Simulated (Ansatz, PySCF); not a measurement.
The pair A = CHN (SMILES C#N) (first 3 atoms), B = H4OSi (SMILES O[SiH3]); geometry from B3LYP-D3(BJ)/def2-TZVP.
(charge 0, multiplicity 1):
```xyz
9

C      0.57627     1.53752    -0.61858
N      0.60171     1.15180     0.45781
H      0.55290     1.89771    -1.62295
O      0.66343     0.15262     3.24848
Si    -0.53799    -0.89346     3.64609
H      0.68347     0.50457     2.34727
H     -1.88665    -0.28612     3.49680
H     -0.32688    -1.26235     5.06211
H     -0.51199    -2.12471     2.81343
```

Cores are frozen in the correlated methods. CBS(a, b) extrapolates the correlation energy as X⁻³ and adds the Hartree–Fock energy of set b. MP2 and its Hartree–Fock in aug-cc-pV(T+d)Z are density fitted.

Programs: Ansatz (a quantum-chemistry and plane-wave program) with Gaussian orbitals; PySCF for the dispersion terms. Values without a source in brackets are computed.

The monomers are drawn apart, rigid, along the line of their centres of mass. Counterpoise-corrected interaction energies (kcal/mol):

| level | R = 4.924 Å | R = 5.723 Å |
|---|---|---|
| PBE/def2-TZVPPD | -3.0861 | -1.5280 |
| PBE-D3(BJ)/def2-TZVPPD | -3.4358 | -1.6791 |
| wB97M-V/def2-TZVPPD | -3.2115 | -1.6184 |
| MP2/CBS(aug-cc-pV(D+d)Z, aug-cc-pV(T+d)Z) + ΔCCSD(T)/aug-cc-pV(D+d)Z | -3.2706 | -1.6234 |

R is the distance of the centres of mass. Find the local exponent m of E ∝ R⁻ᵐ between the two points.


m = ln(E₁/E₂)/ln(R₂/R₁): PBE/def2-TZVPPD 4.7; PBE-D3(BJ)/def2-TZVPPD 4.8; wB97M-V/def2-TZVPPD 4.6; MP2/CBS(aug-cc-pV(D+d)Z, aug-cc-pV(T+d)Z) + ΔCCSD(T)/aug-cc-pV(D+d)Z 4.7. For scale, two fixed dipoles give m = 3, dipole and quadrupole 4, quadrupoles 5, and dispersion or dipole-induced dipole 6 at long range; at these distances several terms mix, and what is left of overlap and damping shifts m, so it need not match one of them.
